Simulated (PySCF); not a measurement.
Precursor series Ti F-H. Gas-phase values, no solvent.

Level of theory: PBE-D3(BJ)/def2-TZVP // BP86-D3(BJ)/def2-SVP (PySCF). 

```csv
species,mean distance from the central atom to its bonded neighbours (Å),charge on the central atom (meta-Löwdin) (e)
0 of 4 F replaced by H ([Ti(F)4]),1.744,1.54
1 of 4 F replaced by H ([Ti(F)3(H)]),1.727,1.35
2 of 4 F replaced by H,1.716,1.19
3 of 4 F replaced by H ([Ti(F)(H)3]),1.707,1.05
4 of 4 F replaced by H ([Ti(H)4]),1.702,0.92
```
